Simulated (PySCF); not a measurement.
C6H3ClFNS.
SMILES: `[nH]1c2c(c(sc2cc1)Cl)F`

Vertical excitations from PySCF (density fitting, frozen core in the response, grid level 2 and gas phase unless stated; continuum runs use non-equilibrium linear response for the excitations) on a GFN2-xTB geometry. Reference run:

```csv
settings,"S1, eV (f)","S2, eV (f)","S3, eV (f)","S4, eV (f)","S5, eV (f)","S6, eV (f)","T1, eV (Tamm–Dancoff)",mean α (au)
"PBE0/def2-SVPD, full TDDFT, 6 singlets",4.80 (0.000),4.94 (0.366),5.18 (0.000),5.36 (0.072),5.36 (0.010),5.54 (0.001),3.30,109.1
```

Q: What do these settings give: HSE06/def2-SVPD, IEF-PCM methanol, damping 0.2 at the start, DIIS from the seventh cycle, energy threshold 1e-08 Eh, full TDDFT, 25 singlets?

A: 
```tsv
settings	S1, eV (f)	S2, eV (f)	S3, eV (f)	S4, eV (f)	S5, eV (f)	S6, eV (f)	T1, eV (Tamm–Dancoff)	mean α (au)
HSE06/def2-SVPD, IEF-PCM methanol, damping 0.2 at the start, DIIS from the seventh cycle, energy threshold 1e-08 Eh, full TDDFT, 25 singlets	4.70 (0.000)	4.80 (0.440)	5.12 (0.000)	5.28 (0.103)	5.30 (0.000)	5.64 (0.001)	3.29	155.4
```

S1 moves by -0.10 eV; functional and environment change together, so the shift can't be laid on one. States are counted by energy in each run and needn't keep their character from row to row.

Q: Give the leading configurations of S1 (H = HOMO, L = LUMO) and the HOMO–LUMO gap of each run.

A: 
```json
{"settings": "PBE0/def2-SVPD, full TDDFT, 6 singlets", "S1 configurations (weight)": "H→L+1 0.97", "S1 (eV)": "4.80", "orbital gap (eV)": "5.48", "S1 − gap (eV)": "-0.68"}
{"settings": "HSE06/def2-SVPD, IEF-PCM methanol, damping 0.2 at the start, DIIS from the seventh cycle, energy threshold 1e-08 Eh, full TDDFT, 25 singlets", "S1 configurations (weight)": "H→L+1 0.98", "S1 (eV)": "4.70", "orbital gap (eV)": "4.71", "S1 − gap (eV)": "-0.01"}
```

The species at its GFN2-xTB geometry.
